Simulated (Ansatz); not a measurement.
Reaction (atomization): `C=C[CH2][GeH3]` → 3 C• + Ge• + 8 H•

Calculated with Ansatz (gas phase, PBE0-D4/def2-TZVP geometries, no zero-point term in ΔE). CCSD(T)/CBS adds triple-zeta CCSD(T) − MP2 to the extrapolated MP2 energy (def2 sets, frozen cores). This one scheme is used for every species, atoms too. Functionals use def2-TZVPP. No spin–orbit coupling; open shells (•) take unrestricted orbitals. Spin–orbit coupling would lower the free atoms: a little for C; clearly for Ge. Bonds to Ge are less sure, by a few kJ/mol each and by 10 to 20 or more in all where they break to atoms, as the def2 sets lack core-valence functions. Scalar relativity is left out up to krypton. One conformer a species, not always the lowest.

`C=C[CH2][GeH3]`:

Z-matrix (Å, degrees):
```
C
C 1 1.485
Ge 1 1.972 2 111.2
H 1 1.092 2 111.4 3 -120.3
H 1 1.094 2 111.3 3 119.1
C 2 1.328 1 125.4 3 106.3
H 2 1.089 1 115.9 3 -71.9
H 3 1.539 1 109.6 2 54.3
H 3 1.540 1 110.3 2 174.2
H 3 1.537 1 109.5 2 -65.3
H 6 1.086 2 121.5 1 1.7
H 6 1.083 2 121.4 1 -178.3
```

CCSD(T)/CBS gives +1041.3 kcal/mol.

**Question.** Another level gave +1052.5 kcal/mol. Which?
A. PBE-D4/def2-TZVPP
B. PBE/def2-TZVPP
C. r2SCAN0/def2-TZVPP
D. r2SCAN0-D4/def2-TZVPP

**Answer.** A. PBE-D4 1052.5, r2SCAN0-D4 1032.1, r2SCAN0 1030.6, PBE 1047.3 kcal/mol.

Largest T1 diagnostic among the species: 0.011.

Leaving LDA and LC-ωPBE aside and taking each functional with its dispersion term where it has one, the values, not all of them listed here, spread over 34.1 kcal/mol, from BHLYP-D4 to PBE-D4. LDA lies +127.2 kcal/mol from PBE without D4, its usual overbinding. From PBE to PBE0 (25 % exact exchange), in def2-TZVPP and without D4, ΔE moves by −10.0 kcal/mol: exact exchange takes away binding that semilocal exchange gives to molecules.

For atomizations the MP2-based limit and the directly extrapolated one differ by several kJ/mol either way, and by 10 to 25 for some Ge, Se and Sn compounds, so smaller differences from it don't rank the levels.
